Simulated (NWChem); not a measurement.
# CH$_{2}$BNO; SMILES C(=NB)=O

```xyz
6

B      0.0000     0.0000    -1.9437
H      0.0000     1.0549    -2.5322
H      0.0000    -1.0549    -2.5322
N      0.0000     0.0000    -0.5388
C      0.0000     0.0000     0.6590
O      0.0000     0.0000     1.8250
```
Atoms are numbered in this order, from 1.

Computed with NWChem. Pople sets run with spherical d functions. All runs use the structure optimised with PBE0/def2-SVP. Ions are spin-unrestricted doublets at the neutral geometry; other ion states weren't tried. Functional: LC-ωPBE (HJS hole) with 6-31G*; rows give the range parameter ω in 1/bohr.

```tsv
range parameter (1/bohr)	vertical ionisation energy, ΔSCF (eV)	−ε(HOMO) (eV)	ΔSCF minus −ε(HOMO) (eV)
0.15	10.37	8.79	1.58
0.20	10.47	9.32	1.15
0.30	10.68	10.15	0.53
0.35	10.78	10.49	0.29
0.40	10.88	10.78	0.10
```
